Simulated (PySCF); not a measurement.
Choosing a molecule for a target property.

Species are written as SMILES; each is one conformer at its optimised geometry, gas phase, non-relativistic unless stated; the electronic structure was computed with PySCF and density fitting.

Dipoles, sizes and rotational constants follow the conformer. The torsions of the flexible species, by atom-mapped SMILES:
- `[CH:1]#[C:2][CH2:3][P:4]([CH3:5])[c:6]1[cH:7][cH:8][cH:9][s:10]1`: C2–C3–P4–C5 72°, C3–P4–C6–C7 131°
- `[CH3:1][C:2](=[O:3])[c:4]1[cH:5][cH:6][cH:7][c:8]([O:9][SiH3:10])[cH:11]1`: C1–C2–C4–C5 -11°, C7–C8–O9–Si10 -179°
- `[CH3:1][C:2](=[O:3])[c:4]1[cH:5][cH:6][s:7][cH:8]1`: C1–C2–C4–C5 0°
- `[CH3:1][C@H:2]([SiH2:3][F:4])[SiH2:5][C:6]([F:7])([F:8])[F:9]`: C1–C2–Si3–F4 -62°, C1–C2–Si5–C6 -171°, C2–Si5–C6–F7 157°
- `[O:1]=[CH:2][c:3]1[cH:4][cH:5][c:6]([C:7](=[O:8])[F:9])[cH:10][cH:11]1`: O1–C2–C3–C4 0°, C5–C6–C7–O8 180°

Problem. Wanted: dipole moment above 2 D (PBE0/pcSseg-1) and HOMO–LUMO gap above 7 eV (PBE0/pcSseg-1), at GFN2-xTB geometries. Which candidate meets both?
A. `O=CC1=CC=C(C(=O)F)C=C1`
B. `CC(=O)c1ccsc1`
C. `C[C@H]([SiH2]F)[SiH2]C(F)(F)F`
D. `c1csc(P(C)CC#C)c1`
E. `c1(cc(ccc1)O[SiH3])C(=O)C`

Solution. C. Computed values:
```csv
species,dipole moment,HOMO–LUMO gap
c1csc(P(C)CC#C)c1,1.34 D,6.06 eV
O=CC1=CC=C(C(=O)F)C=C1,1.77 D,5.09 eV
c1(cc(ccc1)O[SiH3])C(=O)C,2.24 D,5.35 eV
C[C@H]([SiH2]F)[SiH2]C(F)(F)F,2.90 D,8.63 eV
CC(=O)c1ccsc1,3.15 D,5.81 eV
```
